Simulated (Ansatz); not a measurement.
Steps of a relaxation of FGeH₃S₃ (`[F][Ge]([SH])([SH])[SH]`) with RKS PBE-D4/def2-SVP.

```sh
$ ansatz run in.yaml --threads 4 --pin off --events-out ev --progress --plain --max-ram 10444MiB
```

```yaml
crystal:
  periodic: [false, false, false]
  atoms:
    - {symbol: F, position_ang: [-1.666600, 0.083500, 1.274900]}
    - {symbol: Ge, position_ang: [-0.413500, 0.259000, 0.095300]}
    - {symbol: S, position_ang: [1.494300, 0.438500, 1.154300]}
    - {symbol: S, position_ang: [-0.648900, 2.073500, -1.168200]}
    - {symbol: S, position_ang: [-0.377900, -1.554000, -1.209500]}
    - {symbol: H, position_ang: [1.352900, -0.797800, 1.788000]}
    - {symbol: H, position_ang: [0.476400, 1.813800, -1.897100]}
    - {symbol: H, position_ang: [-0.124500, -2.373700, -0.093500]}
basis:
  gaussian: {orbitals: def2-SVP}
hamiltonian: {xc: pbe, dispersion: d4}
relax: {f_tol: 0.03, max_steps: 200}
```

Positions (Å) and forces (eV/Å) along the path, 17 of 29 steps:

```xyz
8
step=1 energy=-91748.9430 eV
F    -1.667    0.084    1.275   -0.663    0.080    0.386
Ge   -0.413    0.259    0.095    0.591   -0.205   -0.925
S     1.494    0.439    1.154    0.463   -0.471    0.809
S    -0.649    2.074   -1.168   -0.261    0.205   -0.001
S    -0.378   -1.554   -1.210   -0.057   -0.600    0.757
H     1.353   -0.798    1.788    0.099    0.634   -0.341
H     0.476    1.814   -1.897   -0.025   -0.137    0.121
H    -0.124   -2.374   -0.093   -0.147    0.495   -0.805
8
step=5 energy=-91749.0662 eV
F    -1.739    0.211    1.212   -0.031    0.022    0.012
Ge   -0.382    0.247    0.096    0.048   -0.050   -0.017
S     1.493    0.469    1.292   -0.013    0.003   -0.018
S    -0.669    2.053   -1.166    0.000   -0.001   -0.007
S    -0.488   -1.586   -1.180    0.010    0.035    0.018
H     1.463   -0.812    1.757   -0.010   -0.018   -0.008
H     0.461    1.776   -1.878   -0.015   -0.001    0.011
H    -0.048   -2.414   -0.189    0.010    0.009    0.008
8
step=6 energy=-91749.0672 eV
F    -1.752    0.239    1.212    0.011    0.000   -0.011
Ge   -0.387    0.247    0.103   -0.002   -0.004   -0.005
S     1.488    0.459    1.297   -0.002    0.000   -0.005
S    -0.668    2.051   -1.165   -0.002   -0.001    0.000
S    -0.497   -1.585   -1.170   -0.004    0.023    0.001
H     1.461   -0.828    1.747   -0.010   -0.015   -0.005
H     0.457    1.766   -1.883   -0.005   -0.004    0.004
H    -0.008   -2.407   -0.198    0.014    0.002    0.021
8
step=8 energy=-91749.0721 eV
F    -1.734    0.287    1.239   -0.013    0.006    0.001
Ge   -0.385    0.262    0.112    0.013    0.001   -0.011
S     1.504    0.388    1.294    0.010   -0.009    0.004
S    -0.639    2.081   -1.141    0.009   -0.013    0.007
S    -0.539   -1.573   -1.152   -0.004   -0.004    0.001
H     1.352   -0.861    1.822   -0.004    0.009    0.008
H     0.378    1.700   -1.967   -0.014   -0.009    0.004
H     0.156   -2.341   -0.264    0.005    0.020   -0.014
8
step=11 energy=-91749.0782 eV
F    -1.715    0.312    1.260    0.009    0.009   -0.016
Ge   -0.377    0.269    0.119    0.011   -0.039    0.029
S     1.521    0.337    1.292    0.004   -0.006    0.004
S    -0.608    2.097   -1.121    0.021    0.013   -0.026
S    -0.566   -1.562   -1.147    0.028   -0.040    0.037
H     1.277   -0.860    1.900   -0.009    0.011    0.010
H     0.309    1.645   -2.027   -0.033   -0.006    0.019
H     0.251   -2.296   -0.332   -0.032    0.059   -0.057
8
step=12 energy=-91749.0820 eV
F    -1.694    0.324    1.271    0.015   -0.019    0.018
Ge   -0.361    0.263    0.126   -0.041    0.047   -0.027
S     1.542    0.308    1.294   -0.088   -0.217    0.085
S    -0.578    2.102   -1.100    0.134   -0.046   -0.153
S    -0.594   -1.554   -1.157    0.106   -0.032    0.126
H     1.221   -0.839    1.977    0.059    0.169   -0.071
H     0.252    1.592   -2.066   -0.129    0.067    0.118
H     0.305   -2.253   -0.400   -0.057    0.031   -0.096
8
step=14 energy=-91749.0890 eV
F    -1.687    0.340    1.284    0.008   -0.011    0.000
Ge   -0.360    0.269    0.132   -0.020    0.023   -0.006
S     1.542    0.278    1.302   -0.038   -0.109    0.042
S    -0.552    2.110   -1.098    0.077   -0.024   -0.085
S    -0.603   -1.550   -1.145    0.059   -0.027    0.067
H     1.187   -0.840    2.008    0.025    0.085   -0.029
H     0.207    1.559   -2.094   -0.078    0.035    0.068
H     0.357   -2.224   -0.444   -0.033    0.028   -0.058
8
step=16 energy=-91749.0994 eV
F    -1.664    0.370    1.307   -0.002   -0.010   -0.017
Ge   -0.347    0.272    0.145    0.022    0.031   -0.002
S     1.551    0.205    1.319   -0.036   -0.079    0.046
S    -0.468    2.125   -1.080    0.125   -0.118   -0.217
S    -0.629   -1.547   -1.123    0.170   -0.105    0.098
H     1.098   -0.820    2.104    0.026    0.068   -0.033
H     0.082    1.483   -2.165   -0.137    0.112    0.228
H     0.471   -2.145   -0.562   -0.168    0.101   -0.103
8
step=18 energy=-91749.1172 eV
F    -1.651    0.410    1.291   -0.014   -0.017   -0.003
Ge   -0.309    0.278    0.162    0.017   -0.003   -0.001
S     1.555    0.135    1.381    0.014    0.018   -0.005
S    -0.297    2.126   -1.078    0.034   -0.003   -0.018
S    -0.633   -1.545   -1.093   -0.040   -0.006   -0.007
H     1.015   -0.808    2.207   -0.015    0.009    0.003
H    -0.163    1.389   -2.218   -0.020    0.005    0.035
H     0.575   -2.041   -0.707    0.025   -0.003   -0.004
8
step=19 energy=-91749.1204 eV
F    -1.648    0.417    1.270    0.032   -0.041   -0.001
Ge   -0.287    0.264    0.165   -0.020    0.048   -0.096
S     1.568    0.102    1.394    0.007    0.087   -0.069
S    -0.214    2.118   -1.077    0.048    0.061    0.276
S    -0.639   -1.562   -1.091   -0.056    0.091    0.050
H     0.977   -0.760    2.266   -0.044   -0.071    0.079
H    -0.269    1.381   -2.209   -0.027   -0.147   -0.235
H     0.604   -2.018   -0.774    0.061   -0.028   -0.003
8
step=20 energy=-91749.1096 eV rejected
F    -1.635    0.398    1.254   -0.059    0.022   -0.054
Ge   -0.265    0.262    0.157    0.101    0.023    0.136
S     1.550    0.128    1.447    0.007   -0.042   -0.017
S    -0.078    2.111   -1.075   -0.226   -0.599   -0.651
S    -0.659   -1.574   -1.065    0.220   -0.062    0.027
H     0.951   -0.736    2.319   -0.002    0.039   -0.036
H    -0.401    1.363   -2.214    0.185    0.501    0.632
H     0.631   -2.008   -0.879   -0.227    0.117   -0.038
8
step=21 energy=-91749.1273 eV
F    -1.648    0.421    1.260    0.007   -0.026   -0.009
Ge   -0.277    0.262    0.168    0.003    0.020   -0.041
S     1.561    0.107    1.422    0.003    0.045   -0.041
S    -0.151    2.103   -1.082    0.040    0.005    0.089
S    -0.646   -1.568   -1.071   -0.007    0.025    0.039
H     0.965   -0.759    2.289   -0.026   -0.028    0.036
H    -0.337    1.373   -2.214   -0.024   -0.043   -0.056
H     0.624   -1.997   -0.827    0.004    0.001   -0.015
8
step=22 energy=-91749.1281 eV
F    -1.654    0.418    1.236   -0.006    0.002   -0.022
Ge   -0.265    0.255    0.167    0.039    0.026    0.034
S     1.557    0.113    1.442   -0.026   -0.021    0.014
S    -0.055    2.088   -1.081   -0.131   -0.297   -0.356
S    -0.658   -1.588   -1.041    0.150   -0.035    0.034
H     0.946   -0.741    2.314    0.015    0.015   -0.002
H    -0.428    1.373   -2.204    0.111    0.258    0.341
H     0.648   -1.974   -0.889   -0.152    0.052   -0.041
8
step=25 energy=-91749.1258 eV rejected
F    -1.688    0.468    1.121    0.045    0.021    0.010
Ge   -0.202    0.218    0.209   -0.085   -0.059    0.015
S     1.532    0.174    1.606   -0.013    0.008    0.007
S     0.188    1.925   -1.166   -0.259   -0.184   -0.298
S    -0.666   -1.709   -0.825    0.849   -0.008   -0.301
H     0.923   -0.726    2.433   -0.004    0.031   -0.041
H    -0.645    1.390   -2.131    0.279    0.164    0.330
H     0.650   -1.797   -1.303   -0.812    0.026    0.278
8
step=26 energy=-91749.1476 eV
F    -1.682    0.457    1.156    0.015   -0.013   -0.011
Ge   -0.221    0.220    0.203    0.004    0.026   -0.008
S     1.537    0.170    1.567   -0.025   -0.029    0.001
S     0.138    1.958   -1.139   -0.045   -0.033   -0.060
S    -0.669   -1.678   -0.889    0.160   -0.032   -0.020
H     0.928   -0.719    2.404    0.010    0.015    0.004
H    -0.590    1.380   -2.141    0.045    0.034    0.063
H     0.651   -1.846   -1.215   -0.164    0.032    0.032
8
step=27 energy=-91749.1474 eV rejected
F    -1.672    0.446    1.156    0.010    0.010   -0.008
Ge   -0.214    0.218    0.197   -0.024   -0.042    0.061
S     1.541    0.149    1.564    0.014    0.014    0.033
S     0.140    1.959   -1.143   -0.029   -0.064   -0.040
S    -0.667   -1.695   -0.868    0.187    0.011   -0.081
H     0.911   -0.689    2.440   -0.003    0.028   -0.050
H    -0.588    1.377   -2.141    0.031    0.034    0.038
H     0.640   -1.822   -1.262   -0.185    0.009    0.048
8
step=29 energy=-91749.1496 eV
F    -1.673    0.447    1.154   -0.002   -0.003    0.000
Ge   -0.211    0.209    0.204    0.005    0.020    0.007
S     1.539    0.166    1.579   -0.001   -0.001   -0.003
S     0.158    1.938   -1.147   -0.002   -0.008    0.001
S    -0.665   -1.695   -0.871   -0.002   -0.006   -0.001
H     0.912   -0.687    2.438   -0.002    0.002    0.002
H    -0.598    1.376   -2.133    0.003    0.000    0.003
H     0.631   -1.812   -1.280    0.002   -0.005   -0.009
```

Hardware: 4 threads of an Arm Neoverse V1 on a shared host. Wall time 39 s, peak host memory 0.18 GiB.
